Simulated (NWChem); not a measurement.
Polarisability of CF (+1)

```
C
F 1 1.1535
```
Charge +1, spin multiplicity 1.

Everything below was run with NWChem. The geometry was optimised at PBE0/def2-SVP, a minimum by its harmonic frequencies.

Basis set: 6-31G*. Static limit. This basis has no diffuse functions, which lowers polarisabilities.

B3LYP has NWChem's definition, with VWN1-RPA local correlation. The Pople sets run with spherical d functions. The structure started from a generated list of species.

### Question
Order these methods by the isotropic polarisability they give, lowest first: LDA (SVWN5), HF, B3LYP.

### Answer
HF (7.17 bohr³), B3LYP (7.38 bohr³), LDA (SVWN5) (7.54 bohr³)
